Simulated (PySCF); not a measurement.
SnHCl2Br, SMILES [Cl][SnH]([Cl])[Br]. The structure is a stationary point at PBE0-D3(BJ)/def2-SVP. The structure was generated by enumeration; whether it is a known compound was not checked. The def2 effective core potentials stand for the cores of Sn; spin–orbit coupling is left out.

The numbers are results of PBE0-D3(BJ)/def2-SVP (PySCF), not measurements.

Harmonic wavenumbers (cm⁻¹): 89, 102, 121, 270, 383, 396, 553, 564, 1983. Rotational constants (GHz): 1.692, 0.9690, 0.7009; symmetry number 1.

Work out the zero-point energy and the ideal-gas rigid-rotor harmonic-oscillator thermochemistry at 298.15 K and 1 atm.

ZPE = ½ Σ hcν = ½ × 4462 cm⁻¹ = 6.38 kcal/mol. H − E(el) = 11.04 kcal/mol. Entropy in cal/(mol K): translation 42.68, rotation 30.02, vibration 14.82, total 87.52. G − E(el) = -15.06 kcal/mol. Cp = 20.75 cal/(mol K). Modes under 150 cm⁻¹ make the vibrational entropy uncertain.
